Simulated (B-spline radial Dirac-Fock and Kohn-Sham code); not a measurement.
# Internal conversion coefficients of Hg at 2000 keV

Z = 80 (mercury), transition energy 2000 keV. These are calculated numbers from a radial atomic solver; the model is a Dirac-Hartree-Slater potential of the neutral atom with a Latter tail (no hole, which puts coefficients of high multipoles low close above an edge), finite nucleus with surface currents. Subshells that would emit electrons below 1 keV are left out, and so is internal pair formation.

| subshell | electron energy (keV) | E3 | E4 | M1 | M3 | M5 |
| --- | --- | --- | --- | --- | --- | --- |
| K | 1916.90 | 0.00259 | 0.00434 | 0.00221 | 0.00857 | 0.0192 |
| L1 | 1985.16 | 0.000383 | 0.000678 | 0.000325 | 0.00135 | 0.00334 |
| L2 | 1985.79 | 6.93e-05 | 0.000180 | 2.28e-05 | 0.000155 | 0.000577 |
| L3 | 1987.72 | 1.01e-05 | 1.95e-05 | 2.79e-06 | 1.70e-05 | 0.000154 |
| M1 | 1996.44 | 8.80e-05 | 0.000157 | 7.45e-05 | 0.000315 | 0.000789 |
| M2 | 1996.72 | 1.80e-05 | 4.71e-05 | 5.88e-06 | 4.03e-05 | 0.000152 |
| M3 | 1997.15 | 2.69e-06 | 5.25e-06 | 7.38e-07 | 4.63e-06 | 4.31e-05 |
| M4 | 1997.62 | 1.54e-08 | 5.39e-08 | 2.13e-09 | 4.50e-08 | 6.19e-07 |
| M5 | 1997.70 | 1.36e-08 | 2.31e-08 | 6.25e-09 | 1.18e-08 | 9.02e-08 |
| total |  | 0.00319 | 0.00549 | 0.00267 | 0.0106 | 0.0246 |

Question: For a pure M1 transition, what fraction of decays emits a photon?

Answer: 1/(1 + α) = 0.997 with the total α = 0.00267; the total includes the outer subshells that are not listed, and pair formation is not counted.
